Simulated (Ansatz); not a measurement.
Reaction (formal exchange of groups at the Si–C bond): `[SiH3][CH](S)[SbH2]` + `C[CH2][AlH][AlH2]` → `C[CH2][AlH][AlH][SiH3]` + `S[CH2][SbH2]`

Isolated molecules relaxed with PBE0-D4/def2-TZVP in Ansatz; ΔE leaves out vibrations. CCSD(T)/CBS adds triple-zeta CCSD(T) − MP2 to the extrapolated MP2 energy (def2 sets, frozen cores). Functionals use def2-TZVPP. B3LYP here is the variant with VWN-RPA as its local correlation; programs differ in this. def2 core potentials past Kr. For Sb outer-core shells are correlated without core-valence functions, which leaves a few kJ/mol of doubt a bond. One conformer a species, not always the lowest.

```csv
level,ΔE (kJ/mol),difference from CCSD(T)/CBS
B3LYP-D4,-10.5,-3.8
ωB97X-V,-10.9,-4.2
ωB97M-V,-4.7,2.0
B2PLYP,-12.7,-6.0
MP2/def2-TZVPP,2.0,8.7
CCSD/def2-TZVPP,-11.5,-4.8
CCSD(T)/def2-TZVPP,-9.8,-3.1
HF/def2-QZVPP,-14.5,-7.8
MP2/def2-QZVPP,4.2,10.9
HF/CBS(def2),-14.3,-7.6
CCSD(T)/CBS,-6.7,0
```

Largest T1 diagnostic among the species: 0.013.

In def2-TZVPP, CCSD(T) changes the Hartree–Fock value by +5.8 kJ/mol (the triples alone add +1.8 kJ/mol) and MP2 by +17.6 kJ/mol. From PBE to PBE0 (25 % exact exchange), in def2-TZVPP and without D4, ΔE moves by +3.5 kJ/mol. The D4 term adds +11.5 kJ/mol with B3LYP and +5.8 kJ/mol with PBE0; it sums over pairs of atoms, weighted by their polarisabilities, and B3LYP, whose exchange is more repulsive, gets the larger term.
